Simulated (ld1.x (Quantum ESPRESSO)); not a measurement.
N (Z = 7): one change to a PAW potential, before and after

N (Z = 7), PAW, made with ld1.x (Quantum ESPRESSO) 7.5 (PBE, scalar-relativistic). Core [He], reference 2s2 2p3. Waves: 2s (bound): rcut 1.05, rcutus 1.10 bohr; 2s channel at -0.75 Ry: rcut 1.05, rcutus 1.10 bohr; 2p (bound): rcut 1.15, rcutus 1.40 bohr; 2p channel at 1 Ry: rcut 1.15, rcutus 1.40 bohr; 3d channel at -0.15 Ry: rcut 1.00, rcutus 1.15 bohr; 3d channel at 1 Ry: rcut 1.00, rcutus 1.15 bohr. Local part: all-electron potential smoothed inside 1.30 bohr (lloc = -1). Core correction: Bessel-smoothed model core inside 0.55 bohr. Augmentation charge: GAUSS, radius 1.00 bohr.

All-electron outer shells of the reference configuration (PBE, scalar-relativistic, ld1.x):

| shell | level (eV) | outermost node (bohr) | outermost maximum (bohr) |
| --- | --- | --- | --- |
| 1s | -384.72 | – | 0.15 |
| 2s | -18.58 | 0.32 | 1.02 |
| 2p | -7.09 | – | 0.98 |

Change: local potential all-electron potential smoothed inside 1.05 bohr (lloc = -1).

Cutoffs: the cutoffs (Ry, on a coarse ladder) from which the occupation-weighted sum of valence levels, in a spherical-Bessel basis at the reference potential, stays within 10 and 1 mRy of its value at 400 Ry; they do not see the model core or the augmentation charge, which bear on the density cutoff. Errors are all-electron minus pseudo energies relative to the spin-unpolarised reference configuration.

Q: What does the change do?

A: The potential gets neither clearly harder nor softer (35 Ry and 50 Ry → 35 Ry and 45 Ry); of the 7 tests that both files solve, the error grows in 2 and shrinks in 2 by more than 15 % and 0.3 meV (median size 0.7 → 0.7 meV); neither file shows a bound ghost.

| quantity | base | changed |
| --- | --- | --- |
| cutoff, loose | 35 Ry | 35 Ry |
| cutoff, tight | 50 Ry | 45 Ry |
| loose cutoff by channel (10 mRy a level) | s 10 Ry, p 35 Ry | s 10 Ry, p 30 Ry |
| bound ghosts | none | none |
| error for 2s2 2p2, meV [ΔE 13.59 eV] | -0.7 | -0.5 |
| error for 2s2 2p1, meV [ΔE 42.45 eV] | -3.7 | -1.0 |
| error for 2s2 2p0, meV [ΔE 89.53 eV] | +2.5 | +2.7 |
| error for 2s2 2p2.5, meV [ΔE 5.09 eV] | -0.2 | -0.2 |
| error for 2s1 2p3, meV [ΔE 25.37 eV] | -1.0 | -0.7 |
| error for 2s1 2p4, meV [ΔE 11.51 eV] | -0.1 | -0.4 |
| error for 2s0 2p5, meV [ΔE 23.04 eV] | +0.1 | -1.1 |
| s: phases at 1.55 bohr within 0.05 rad from the reference energy up to (Ry; the scan ends near 5) | to the end of the scan | to the end of the scan |
| p: phases at 1.55 bohr within 0.05 rad from the reference energy up to (Ry; the scan ends near 5) | to the end of the scan | to the end of the scan |
| d: phases at 1.55 bohr within 0.05 rad from the reference energy up to (Ry; the scan ends near 5) | to the end of the scan | to the end of the scan |
| lowest overlap eigenvalue by channel | s 0.56, p 0.90, d 0.98 | s 0.54, p 0.93, d 0.91 |
